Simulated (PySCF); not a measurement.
**Kr²⁺ (krypton, charge +2) across methods**

[Ar] 3d10 4s2 4p4, high-spin 3P determinant. All numbers are calculated (PySCF 2.14, the spin-free X2C one-electron Hamiltonian (Gaussian nucleus), in x2c-QZVPPall with one added diffuse shell each of s, p, d, f type (12s9p6d5f1g, 113 functions)).

| method | E (hartree) | mean ε 4s β (eV) | mean ε 4p α (eV) | mean ε 4p β (eV) | Σ⟨r²⟩ (bohr²) | ⟨S²⟩ |
| --- | --- | --- | --- | --- | --- | --- |
| UHF | -2786.94024 | -50.668 | -37.907 | -35.158 | 25.81 | 2.008 |
| r2SCAN | -2788.691 | -44.975 | -32.474 | -30.321 | 25.60 | 2.004 |
| M06-L | -2788.618 | -44.814 | -32.298 | -29.999 | 25.55 | 2.004 |
| PBE | -2788.353 | -44.725 | -31.856 | -29.873 | 25.67 | 2.002 |
| MN15 | -2790.607 | -46.923 | -34.421 | -32.367 | 25.60 | 2.003 |
| CAM-B3LYP | -2788.874 | -48.373 | -34.974 | -32.997 | 25.73 | 2.002 |
| LDA | -2784.834 | -45.146 | -31.923 | -30.000 | 25.65 | 2.001 |

(1) Estimate the same row for PBE0.

Answers

(1) E (hartree) = -2788.414; mean ε 4s β (eV) = -46.560; mean ε 4p α (eV) = -33.617; mean ε 4p β (eV) = -31.478; Σ⟨r²⟩ (bohr²) = 25.65; ⟨S²⟩ = 2.003.
